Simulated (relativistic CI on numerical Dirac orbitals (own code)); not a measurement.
Slater and spin-orbit integrals, Er XV

Calculated at this level of theory: Dirac-Coulomb-Breit CI, KLI orbitals optimised for each configuration, model QED, unscaled Slater integrals (own radial code, finite nucleus).

Slater integrals F^k, G^k are unscaled and averaged over j, outside the closed core [Ar] 3d10 4p6 4d10; ζ comes from projecting the Hamiltonian with its Breit term on Σ l·s of the shell.

- 4s²4f⁷5s: F^2(4f,4f) = 165240, F^4(4f,4f) = 105760, F^6(4f,4f) = 76711, ζ(4f) = 3074.1, G^3(4f,5s) = 32732 cm⁻¹; <r>(4f) = 0.608, <r^2>(4f) = 0.4375, <r>(5s) = 1.04, <r^2>(5s) = 1.204 (bohr units).
- 4s²4f⁸: F^2(4f,4f) = 162410, F^4(4f,4f) = 103830, F^6(4f,4f) = 75275, ζ(4f) = 2948.4 cm⁻¹; <r>(4f) = 0.6169, <r^2>(4f) = 0.4507 (bohr units).
- 4s²4f⁶5s²: F^2(4f,4f) = 168380, F^4(4f,4f) = 107900, F^6(4f,4f) = 78310, ζ(4f) = 3202.1 cm⁻¹; <r>(4f) = 0.5986, <r^2>(4f) = 0.4233 (bohr units).

Averages of the first 7 configurations, taken without configuration mixing, which lowers the lowest level and can move excited configurations by several eV; other configurations of the list can lie among them:

```
Configuration  Parity  States  Average energy above the lowest level (eV)
     4s²4f⁷5s     odd    6864                                        21.2
       4s²4f⁸    even    3003                                        30.2
    4s²4f⁶5s²    even    3003                                        18.0
  4s²4f⁵5s²6s     odd    4004                                       153.2
  4s²4f⁵5s6s²     odd    4004                                       291.0
    4s²4f⁶6s²    even    3003                                       285.4
       4f⁸5s²    even    3003                                       945.3
```
